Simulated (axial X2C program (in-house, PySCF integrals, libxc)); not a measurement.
Nuclear properties of RuC⁺

Computed with an axial X2C code built on PySCF integrals: two-component X2C with atomic mean-field Coulomb and Gaunt terms, Gaussian nuclei, basis Ru dyall-cv3z, C dyall-v3z with contracted cores.

R = 1.582 Å (near the PBE0 minimum at charge 1 of the determinant lowest at the starting distance; the state shown can have its own minimum elsewhere).

Determinant lowest in the PBE0 search, Ω = 5/2 (⟨Sz⟩ = 0.50, ⟨Lz⟩ = 2.00 at PBE0), spin on the atoms Ru 0.62, C -0.12:

| level | Eeff magnitude (GV/cm) | Ws magnitude Ru (kHz) | A∥/gI Ru (MHz) | qzz Ru (a.u.) | A∥/gI C (MHz) | qzz C (a.u.) |
| --- | --- | --- | --- | --- | --- | --- |
| PBE0 | 0.13 | 0.0465 | 232 | 1.06 | -3.86 | -0.33 |
| HF | 0.968 | 0.0606 | 68.9 | 1.88 | -26.4 | -0.17 |
| LDA | 0.0268 | 0.0167 | 293 | 0.58 | -2.63 | -0.31 |
| TPSSh | 0.14 | 0.0488 | 244 | 0.90 | -4.57 | -0.31 |
| BHandHLYP | 0.18 | 0.0675 | 189 | 1.45 | -6.38 | -0.36 |

Determinant 0.24 eV from it at PBE0 and this distance, Ω = 3/2 (⟨Sz⟩ = -0.50, ⟨Lz⟩ = 2.00 at PBE0), spin on the atoms Ru -0.62, C 0.12:

| level | Eeff magnitude (GV/cm) | Ws magnitude Ru (kHz) | A∥/gI Ru (MHz) | qzz Ru (a.u.) | A∥/gI C (MHz) | qzz C (a.u.) |
| --- | --- | --- | --- | --- | --- | --- |
| PBE0 | 0.191 | 0.0816 | 971 | 0.94 | 11.9 | -0.33 |
| HF | 0.985 | 0.117 | 1190 | 1.81 | 35.3 | -0.17 |
| LDA | 0.0764 | 0.0284 | 891 | 0.45 | 12.5 | -0.31 |
| TPSSh | 0.193 | 0.0834 | 964 | 0.78 | 14.8 | -0.31 |
| BHandHLYP | 0.249 | 0.119 | 1020 | 1.35 | 12.1 | -0.36 |

Eeff is the effective electric field on the electron electric dipole moment in this Ω state and Ws the scalar–pseudoscalar constant of the nucleus named (defined with the proton number Z and per Ω); A∥ (defined per Ω) follows by multiplying with gI = μI/(I μN); qzz is the electric field gradient, eQq0 = 234.96 MHz × Q/barn × qzz. The operators were transformed with the bare-nucleus X2C matrices; with these basis sets, hyperfine constants and field gradients can be off by tens of per cent, and where levels differ in sign neither size nor sign is settled.

Each state is one determinant with collinear spin. Unrestricted Hartree–Fock can overshoot spin polarisation at the nuclei. In the state Ω = 5/2 the sign of Eeff differs between levels (HF against PBE0). In the state Ω = 3/2 the sign of Eeff differs between levels (HF against PBE0). Where Eeff spreads by more than a factor of two the levels disagree and none is to be relied on. The search compared states at one distance, so a state with another bond length can lie lower. The sign of Ws at Ru differs between levels in the first state. The sign of Ws at Ru differs between levels in the second state. Further determinants of the search, some of them spin-mixed, are not shown. Where a field gradient or hyperfine factor spreads by more than a factor of two over the levels, a constant derived from it is not to be relied on. PBE0 term energies can be off by some tenths of an eV.
